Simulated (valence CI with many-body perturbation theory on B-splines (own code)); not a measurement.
**Mg VII: electric-dipole lines**

Method: configuration interaction combined with many-body perturbation theory (CI+MBPT): four valence electrons over a frozen Dirac-Fock core [He], a basis of 11 s, 11 p, 9 d, 7 f, 5 g, 2 h, 1 i functions for each j, with the one-electron correlation potential Σ1 (screened to all orders), the two-electron term Σ2, the three-electron term Σ3, Breit, model QED; selected single and double excitations, second order for the rest, scaled by the run's own slope (own B-spline code, finite nucleus).

Set against measurement, 44 paired levels are off by 138 cm⁻¹ on average, the worst by 327. These come from a selection out of NIST levels in Kelleher and Podobedova, J. Phys. Chem. Ref. Data 37, 267 (2008). Levels without a partner in it may be off by more. Among the levels kept, up to 260 cm⁻¹ of a level comes from second order outside the variational space, and about a tenth of that is noise between levels of different J, which matters for small intervals.

Lines 1 to 50 of 265 in falling wavelength, among levels below 1300100 cm⁻¹, chosen from the strongest by gf and those to the six lowest levels. Wavelengths and rates use the calculated energies, so an error of 100 cm⁻¹ moves a line at 4616 Å by 0.46 % and its rate by three times that or more. Electric multipoles are in the length gauge, E1 and E2 with the static RPA response of the core. Weak lines are less certain than strong ones. Lines between different terms over intervals too small for the method are left out, as are lines whose strength nearly cancels. The highest levels of a list are the least certain.

Names give the largest LS component (configuration and term), which can be under half, so a name can repeat, a term be missing and a line seem to break the LS rules; names also repeat where a configuration has a term twice.

```tsv
λ vac (Å)	λ from measured levels	Upper	Lower	A (s⁻¹)	S (a.u.)
4616	4621	2s 2p2 3p 3S°_1	2s 2p2 3s 3P_2	6.58e+06	9.58e-01
2661		2s2 2p 3d 1D°_2	2s2 2p 3p 1D_2	1.12e+07	5.19e-01
2348		2s2 2p 3p 1P_1	2s2 2p 3s 1P°_1	8.94e+07	1.71e+00
2051		2s2 2p 3d 1P°_1	2s2 2p 3p 1S_0	9.72e+07	1.24e+00
1954	1955	2s 2p2 3p 3D°_2	2s 2p2 3s 3P_2	3.58e+07	6.60e-01
1924		2s 2p2 3p 3D°_1	2s 2p2 3s 3P_1	7.12e+07	7.50e-01
1907	1909	2s 2p2 3p 3D°_3	2s 2p2 3s 3P_2	1.86e+08	4.47e+00
1894	1895	2s 2p2 3p 3D°_2	2s 2p2 3s 3P_1	1.51e+08	2.54e+00
1891		2s 2p2 3p 3D°_1	2s 2p2 3s 3P_0	1.13e+08	1.13e+00
1675		2s2 2p 3p 3D_2	2s2 2p 3s 3P°_2	5.71e+07	6.61e-01
1638		2s2 2p 3p 3D_1	2s2 2p 3s 3P°_1	9.39e+07	6.11e-01
1629		2s 2p2 3p 5D°_1	2s 2p2 3s 5P_2	7.10e+07	4.55e-01
1626		2s 2p2 3p 5D°_3	2s 2p2 3s 5P_3	9.17e+07	1.36e+00
1619		2s2 2p 3p 3D_3	2s2 2p 3s 3P°_2	3.06e+08	4.49e+00
1615		2s2 2p 3p 3D_1	2s2 2p 3s 3P°_0	1.80e+08	1.12e+00
1613		2s 2p2 3p 5D°_2	2s 2p2 3s 5P_2	1.91e+08	1.98e+00
1611		2s2 2p 3p 3D_2	2s2 2p 3s 3P°_1	2.45e+08	2.53e+00
1609		2s 2p2 3p 5D°_0	2s 2p2 3s 5P_1	3.53e+08	7.27e-01
1606		2s 2p2 3p 3P°_1	2s 2p2 3s 3P_2	1.48e+08	9.07e-01
1601		2s 2p2 3p 5D°_1	2s 2p2 3s 5P_1	2.84e+08	1.72e+00
1594		2s 2p2 3p 5D°_4	2s 2p2 3s 5P_3	3.64e+08	6.55e+00
1591		2s 2p2 3p 3P°_2	2s 2p2 3s 3P_2	2.66e+08	2.65e+00
1588		2s 2p2 3p 5D°_3	2s 2p2 3s 5P_2	2.69e+08	3.73e+00
1585		2s 2p2 3p 5D°_2	2s 2p2 3s 5P_1	1.52e+08	1.49e+00
1574		2s 2p2 3p 3P°_0	2s 2p2 3s 3P_1	3.48e+08	6.70e-01
1565		2s 2p2 3p 3P°_1	2s 2p2 3s 3P_1	9.18e+07	5.21e-01
1551		2s 2p2 3p 3P°_2	2s 2p2 3s 3P_1	7.61e+07	7.00e-01
1543		2s 2p2 3p 3P°_1	2s 2p2 3s 3P_0	1.07e+08	5.81e-01
1507	1508	2s2 2p 3d 3D°_2	2s2 2p 3p 3P_2	3.36e+07	2.84e-01
1493	1497	2s2 2p 3d 3D°_1	2s2 2p 3p 3P_1	8.63e+07	4.25e-01
1487	1488	2s2 2p 3d 3D°_3	2s2 2p 3p 3P_2	2.79e+08	3.16e+00
1483	1487	2s2 2p 3d 3D°_2	2s2 2p 3p 3P_1	2.09e+08	1.68e+00
1475		2s 2p2 3p 5P°_2	2s 2p2 3s 5P_3	2.03e+08	1.61e+00
1471	1470	2s2 2p 3d 3D°_1	2s2 2p 3p 3P_0	1.88e+08	8.85e-01
1471		2s2 2p 3d 3F°_3	2s2 2p 3p 3D_3	3.56e+07	3.92e-01
1466		2s2 2p 3d 3F°_2	2s2 2p 3p 3D_2	4.23e+07	3.29e-01
1460		2s2 2p 3d 1F°_3	2s2 2p 3p 1D_2	4.66e+08	5.01e+00
1460		2s2 2p 3p 3S_1	2s2 2p 3s 3P°_2	1.42e+08	6.54e-01
1455		2s 2p2 3p 5P°_1	2s 2p2 3s 5P_2	3.72e+08	1.69e+00
1455		2s 2p2 3p 5P°_3	2s 2p2 3s 5P_3	3.45e+08	3.67e+00
1445		2s2 2p 3d 3F°_2	2s2 2p 3p 3D_1	1.68e+08	1.25e+00
1444		2s 2p2 3p 5P°_2	2s 2p2 3s 5P_2	6.57e+07	4.88e-01
1437		2s2 2p 3d 3F°_4	2s2 2p 3p 3D_3	4.45e+08	5.87e+00
1432		2s 2p2 3p 5P°_1	2s 2p2 3s 5P_1	1.02e+08	4.43e-01
1428		2s2 2p 3d 3F°_3	2s2 2p 3p 3D_2	4.14e+08	4.17e+00
1424		2s 2p2 3p 5P°_3	2s 2p2 3s 5P_2	1.34e+08	1.34e+00
1422		2s 2p2 3p 5P°_2	2s 2p2 3s 5P_1	2.09e+08	1.48e+00
1411		2s2 2p 3p 3S_1	2s2 2p 3s 3P°_1	1.85e+08	7.72e-01
1410	1410	2s2 2p 3d 3P°_2	2s2 2p 3p 3P_2	1.61e+08	1.12e+00
1401		2s2 2p 3d 1D°_2	2s2 2p 3p 3D_1	2.30e+08	1.56e+00
```
